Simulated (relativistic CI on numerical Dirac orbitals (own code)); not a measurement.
d1 to d9 in one octahedral field

Computed with a parametric ligand-field model without spin-orbit coupling, by exact diagonalisation: B = 550, C = 2510, 10Dq = 13300 cm⁻¹ (Oh; |10Dq|/B = 24.2) for every shell. Energies in cm⁻¹; the field energy is (0.6 n_e − 0.4 n_t2) × 10Dq of the ground term; g labels are left out.

| Shell | Ground term | Electrons in e | Field energy | First spin-allowed bands | Lowest term of other spin |
| --- | --- | --- | --- | --- | --- |
| d1 | 2T2 | 0.000 | -5320 | 2E 13300 |  |
| d2 | 3T1 | 0.030 | -10244 | 3T2 12228, 3T1 19407 | 1T2 8620 |
| d3 | 4A2 | 0.000 | -15960 | 4T2 13300, 4T1 18753 | 2E 11578 |
| d4 | 5E | 1.000 | -7980 | 5T2 13300 | 3T1 1542 |
| d5 | 6A1 | 2.000 | 0 | none | 2T2 4808 |
| d6 | 1A1 | 0.062 | -31102 | 1T1 11809, 1T2 18431 | 5T2 5358 |
| d7 | 2E | 1.047 | -23316 | 2T1 11686, 2T2 12198 | 4T1 1482 |
| d8 | 3A2 | 2.000 | -15960 | 3T2 13300, 3T1 18753 | 1E 9287 |
| d9 | 2E | 3.000 | -7980 | 2T2 13300 |  |

Low spin: d6, d7; the other shells keep the spin of the free ion. Only d4 to d7 can choose; the field needed to pair spins is smallest for d6 and largest for d5, which loses most exchange energy. In the strong-field picture 10Dq must exceed about 6B + 5C = 15850 (d4), 7.5B + 5C = 16675 (d5), 2.5B + 4C = 11415 (d6) and 4B + 4C = 12240 (d7); mixing of terms shifts these bounds somewhat.
